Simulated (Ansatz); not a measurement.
Stepwise reaction of `[OH][GeH2][OH]` with ammonia, as a gas-phase model of exchange steps in deposition or etching. ΔE in kJ/mol.

Program: Ansatz. Geometries: PBE0-D4/def2-TZVP. ΔE: electronic, gas phase. CCSD(T)/CBS is the MP2 limit (def2-TZVPP, def2-QZVPP) plus CCSD(T) − MP2 in def2-TZVPP, frozen cores. This one scheme is used for every species. Functionals use def2-TZVPP. B3LYP here is the variant with VWN-RPA as its local correlation; programs differ in this. For Ge outer-core shells are correlated without core-valence functions, which leaves a few kJ/mol of doubt a bond. Scalar relativity is left out up to krypton. Each species was taken in one conformer, which may not be the lowest.

```
step                                            reaction  PBE-D4  B3LYP-D4  ωB97M-V  CCSD(T)/CBS
   1    `[OH][GeH2][OH]` + NH₃ → `[NH2][GeH2][OH]` + H₂O    30.3      31.9     31.0         26.5
   2  `[NH2][GeH2][OH]` + NH₃ → `[NH2][GeH2][NH2]` + H₂O    21.7      23.6     22.8         19.2
```

Question: By hand: ΔE of the 2 steps together at CCSD(T)/CBS.

Answer: (26.5) + (19.2) = 45.7 kJ/mol, or 22.9 kJ/mol a step.

In ΔE each step is lower than the one before. All are uphill at CCSD(T)/CBS. PBE-D4 differs from CCSD(T)/CBS by 2.5 to 3.8 kJ/mol a step. Isolated molecules leave out the surface, adducts and barriers. Largest T1 diagnostic: 0.012.
